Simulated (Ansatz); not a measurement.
**Cost against result**

Saddle point of SnH$_{5}$SF, closed shell (SnH₄S ([SH][SnH3]) + HF → SnH₃F ([F][SnH3]) + H₂S; bonds formed: Sn1–F7, S2–H6; bonds broken: Sn1–S2, H6–F7), PBE0-D4/def2-TZVP structure:

Sn1  (-0.815, -0.317, -0.428)
S2  (1.021, 1.473, 0.586)
H3  (-1.078, 0.737, -1.734)
H4  (-1.738, -0.062, 0.985)
H5  (-1.059, -1.942, -0.909)
H6  (1.522, 0.053, 0.059)
F7  (1.264, -0.992, -0.411)
H8  (0.883, 1.049, 1.852)
(Å)

Barriers are electronic and count from the start structure reached by relaxing down the imaginary mode.

Program: Ansatz 0.2.0. Basis: as named in each row. Cores are frozen in the correlated methods. Filled d shells of the heavier atoms are correlated. Core potentials replace the inner electrons of the atoms past krypton. The def2 sets are not built for correlating such inner shells, so the correlated values are less sure here. B3LYP uses VWN-RPA correlation. Extrapolation: Hartree–Fock as exp(−7.88 √X), correlation as X^−2.97.

Times are rough, for one single point on 4 threads of a shared host (AMD EPYC).

The estimate by CCSD(T) at an estimated basis limit (MP2 extrapolated from triple and quadruple zeta, plus CCSD(T) − MP2 in triple zeta) is 24.36 kcal/mol.

```json
{"method": "SPW92", "basis": "def2-SVP", "time (s)": "1", "barrier (kcal/mol)": "8.17", "method less estimate": "-16.20"}
{"method": "PBE-D4", "basis": "def2-SVP", "time (s)": "1", "barrier (kcal/mol)": "12.54", "method less estimate": "-11.82"}
{"method": "SPW92", "basis": "def2-TZVPP", "time (s)": "2", "barrier (kcal/mol)": "13.52", "method less estimate": "-10.84"}
{"method": "PBE0-D4", "basis": "def2-SVP", "time (s)": "2", "barrier (kcal/mol)": "18.07", "method less estimate": "-6.29"}
{"method": "PBE-D4", "basis": "def2-TZVPP", "time (s)": "3", "barrier (kcal/mol)": "17.72", "method less estimate": "-6.65"}
{"method": "BLYP-D4", "basis": "def2-TZVPP", "time (s)": "3", "barrier (kcal/mol)": "18.89", "method less estimate": "-5.47"}
{"method": "B3LYP-D4", "basis": "def2-TZVPP", "time (s)": "4", "barrier (kcal/mol)": "22.20", "method less estimate": "-2.17"}
{"method": "BHLYP-D4", "basis": "def2-TZVPP", "time (s)": "4", "barrier (kcal/mol)": "26.35", "method less estimate": "1.99"}
{"method": "PBE0-D4", "basis": "def2-TZVPP", "time (s)": "4", "barrier (kcal/mol)": "22.09", "method less estimate": "-2.28"}
{"method": "r2SCAN-D4", "basis": "def2-TZVPP", "time (s)": "6", "barrier (kcal/mol)": "18.73", "method less estimate": "-5.64"}
{"method": "CCSD(T)", "basis": "def2-SVP", "time (s)": "6", "barrier (kcal/mol)": "22.96", "method less estimate": "-1.40"}
{"method": "CAM-B3LYP-D4", "basis": "def2-TZVPP", "time (s)": "6", "barrier (kcal/mol)": "22.71", "method less estimate": "-1.65"}
{"method": "wB97M-V", "basis": "def2-SVP", "time (s)": "7", "barrier (kcal/mol)": "18.60", "method less estimate": "-5.76"}
{"method": "r2SCAN0-D4", "basis": "def2-TZVPP", "time (s)": "7", "barrier (kcal/mol)": "22.51", "method less estimate": "-1.85"}
{"method": "B97M-V", "basis": "def2-TZVPP", "time (s)": "10", "barrier (kcal/mol)": "20.22", "method less estimate": "-4.14"}
{"method": "RPA on PBE", "basis": "def2-TZVPP", "time (s)": "12", "barrier (kcal/mol)": "24.36", "method less estimate": "-0.01"}
{"method": "wB97X-V", "basis": "def2-TZVPP", "time (s)": "13", "barrier (kcal/mol)": "23.22", "method less estimate": "-1.15"}
{"method": "PBE-QIDH", "basis": "def2-TZVPP", "time (s)": "13", "barrier (kcal/mol)": "24.89", "method less estimate": "0.53"}
{"method": "B2PLYP", "basis": "def2-TZVPP", "time (s)": "14", "barrier (kcal/mol)": "23.60", "method less estimate": "-0.76"}
{"method": "wB97M-V", "basis": "def2-TZVPP", "time (s)": "15", "barrier (kcal/mol)": "22.91", "method less estimate": "-1.45"}
{"method": "MP2", "basis": "def2-QZVPP", "time (s)": "27", "barrier (kcal/mol)": "24.51", "method less estimate": "0.15"}
{"method": "CCSD(T)", "basis": "def2-TZVPP", "time (s)": "130", "barrier (kcal/mol)": "25.78", "method less estimate": "1.42"}
```

All methods are single points on the PBE0-D4 structures.

The T1 diagnostic stays at or below 0.014.

Labels in which every atom is bracketed show which atoms are joined, not bond orders.
